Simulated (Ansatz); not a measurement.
Frontier orbitals of C2H5AlGaN.

```
atom   x (Å)   y (Å)   z (Å)
  C1   1.064   1.006   1.480
 Al2   0.938  -0.408   0.146
 Ga3  -1.403  -1.098  -0.496
  C4  -2.564  -0.876  -2.093
  N5  -3.333  -0.811  -2.952
  H6   1.094   0.592   2.491
  H7   1.988   1.575   1.333
  H8   0.231   1.709   1.425
  H9   1.855  -1.681  -0.054
 H10   0.130  -0.009  -1.280
```

The species carries charge 0 and has multiplicity 1. Correlated methods include outer-core shells of Ga, which these sets cover unevenly. Scalar relativity is left out up to krypton. The bonds changed during the relaxation, so this is another structure than the one it started from. Geometry: relaxed with PBE0-D4/def2-TZVP. It is one conformer, not always the lowest. Basis def2-TZVPP, Ansatz 0.2.0.

```csv
functional,HOMO (eV),LUMO (eV),gap (eV)
PBE,-6.49,-3.51,2.98
revPBE,-6.43,-3.39,3.04
B97M-V,-6.70,-3.45,3.25
PBE0,-7.45,-2.77,4.68
r2SCANh,-7.10,-3.13,3.97
r2SCAN0,-7.62,-2.72,4.90
BHLYP,-8.33,-1.98,6.35
CAM-B3LYP,-8.71,-1.82,6.89
ωB97M-V,-9.49,-0.99,8.50
HF,-9.49,0.05,9.54
```

A quarter of exact exchange (PBE0) shifts PBE's HOMO by −0.95 eV and its LUMO by +0.74 eV; full exchange at long range (ωB97M-V) shifts them by −3.00 and +2.52 eV. The gap opens from 2.99 to 8.50 eV, since occupied levels lose self-interaction and empty ones feel all the electrons.
